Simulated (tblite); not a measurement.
Problem. Give a GFN2-xTB geometry of `CC1=CP=CC(C)=P1`.

Solution. 
```
atom  x, y, z in Å
C1     2.749   -0.447    0.475
C2     1.378    0.024    0.065
C3     1.283    1.194   -0.650
P4    -0.122    2.014   -1.254
C5    -1.415    0.989   -0.718
C6    -1.368   -0.185   -0.004
C7    -2.671   -0.858    0.339
P8     0.061   -1.007    0.581
H9     3.429   -0.449   -0.376
H10    3.163    0.219    1.233
H11    2.703   -1.453    0.891
H12    2.219    1.695   -0.882
H13   -2.403    1.345   -0.999
H14   -2.494   -1.846    0.762
H15   -3.219   -0.264    1.071
H16   -3.299   -0.961   -0.545
```

Orientation and origin are arbitrary. Atoms count from 1 in this order. Of the pairs four or more bonds apart, H9···H12 is among the closest relative to their van der Waals radii: 2.51 Å, 105 % of the sum of Bondi's values. The 6-membered ring C2–C3–P4–C5–C6–P8 has internal angles of 102.5° to 129.8° (sum 720°, against 720° for a flat polygon); it is planar, 0.00 Å rms from its mean plane, widest ring torsion 1°. The C–C distances run from 1.374 Å (C2–C3, aromatic) to 1.506 Å (C6–C7, drawn single), a spread of 0.132 Å. The 8 heavy atoms lie in one plane (0.011 Å rms).

Bonds between heavy atoms (Å): C1–C2 1.506, C2–C3 1.374, C3–P4 1.735, P4–C5 1.735, C5–C6 1.374, C6–C7 1.506, C6–P8 1.750, C2–P8 1.750.

The geometry is computed with GFN2-xTB (gas phase).

Point group: Cs (tolerance 0.08 Å). Its GFN2-xTB frequencies are all real (lowest 72 cm⁻¹). 2 starts were optimised and ended at 0.00 and 0.02 kcal/mol (GFN2-xTB); the lowest of these is shown.
